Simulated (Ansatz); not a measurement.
Input file for C₆H₄Si, SMILES `C#C[SiH](C#C)C#C`:

```yaml
crystal:
  periodic: [false, false, false]
  atoms:
    - {symbol: C, position_ang: [0.910071, -2.397972, 1.318472]}
    - {symbol: C, position_ang: [0.466223, -1.323469, 1.000797]}
    - {symbol: Si, position_ang: [-0.209005, 0.303231, 0.547072]}
    - {symbol: C, position_ang: [1.089977, 1.303130, -0.240829]}
    - {symbol: C, position_ang: [1.948877, 1.977754, -0.750386]}
    - {symbol: C, position_ang: [-1.595375, 0.085906, -0.609949]}
    - {symbol: C, position_ang: [-2.524668, -0.049678, -1.365269]}
    - {symbol: H, position_ang: [1.303523, -3.349169, 1.595923]}
    - {symbol: H, position_ang: [-0.688895, 0.992588, 1.764493]}
    - {symbol: H, position_ang: [2.709029, 2.571973, -1.203846]}
    - {symbol: H, position_ang: [-3.344456, -0.171294, -2.035876]}
basis:
  gaussian: {orbitals: def2-SVP}
correlation: {method: ccsd_t}
```

```sh
$ ansatz run in.yaml --threads 4 --pin off --events-out ev --progress --plain --max-ram 10444MiB
```

Log, shortened:

```
Functional definition: HF
1246 factors; integrals over basis functions are off by at most 1.2e-3 eV
mean field evaluation 1: about -14092.9143 eV, gradient 3.4e1 eV
mean field evaluation 2: about -14092.9323 eV, gradient 3.4e1 eV
mean field evaluation 4: about -14096.6704 eV, gradient 2.9e0 eV
mean field evaluation 8: about -14096.7038 eV, gradient 2.5e-4 eV
mean field -14096.70375266 eV, -518.0443078213 hartree, gradient 7.1e-7 eV, S^2 0.000000; 0 other end points of the search recorded, 0 dependent functions left out
11 core orbitals not correlated: weight in the atoms' cores, before any rotation towards them, 1.000 or more for the frozen orbitals, at most 0.000 for the correlated occupied ones
reference -14096.70375266 eV, -518.0443078213 hartree; 16, 16 occupied and 95, 95 virtual orbitals, 1246 factors
second order -22.48553230 eV of doubles, -0.00000000 eV of singles
cycle   1  -22.62314797 eV  change   -1.4e-1 eV  update   1.3e-1
cycle   2  -23.42012646 eV  change   -8.0e-1 eV  update   4.2e-2
cycle   3  -23.60298038 eV  change   -1.8e-1 eV  update   2.0e-2
cycle   4  -23.62349498 eV  change   -2.1e-2 eV  update   6.0e-3
cycle   5  -23.62837345 eV  change   -4.9e-3 eV  update   1.8e-3
cycle   6  -23.62870488 eV  change   -3.3e-4 eV  update   5.3e-4
cycle   7  -23.62901218 eV  change   -3.1e-4 eV  update   1.4e-4
cycle   8  -23.62918277 eV  change   -1.7e-4 eV  update   4.4e-5
cycle   9  -23.62916801 eV  change    1.5e-5 eV  update   1.3e-5
perturbative correction -1.08338111 eV, -0.0398135214 hartree
Total energy: -14121.41630178 eV, -518.9524772507 hartree
```

Run time 7.5 s (4 threads of an Arm Neoverse V2 on a shared host); peak host memory 0.7 GiB.

The correlation energy is -24.713 eV, 4.4 % of it from (T); the T1 diagnostic reads 0.0142.
